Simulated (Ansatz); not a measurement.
Species: BNH₃, charge 0, doublet. BNH3 (SMILES N[BH], doublet).
B3LYP-D3(BJ)/def2-TZVP minimum from Ansatz (a first-principles code):
```
N
H 1 1.0078
H 1 1.0126 2 112.87
B 1 1.3753 2 123.32 3 -180.00
H 4 1.1913 1 125.43 2 180.00
```
Charge 0, spin multiplicity 2.

Total energies in cc-pVTZ, 11 correlated electrons, 2 frozen orbitals. Radicals and triplets start from unrestricted determinants; spin-orbit coupling is neglected. Correlated methods leave the cores frozen. No relativity.

| method | program | energy (Eh) | minus CCSDT(Q) (mEh) |
|---|---|---|---|
| HF | Ansatz | -80.88542 | 328.64 |
| MP2 | Ansatz | -81.18164 | 32.43 |
| CCSD | Ansatz | -81.20146 | 12.61 |
| CCSD(T) | Ansatz | -81.21302 | 1.04 |
| CCSDT(Q) | Ansatz | -81.21407 | 0.00 |
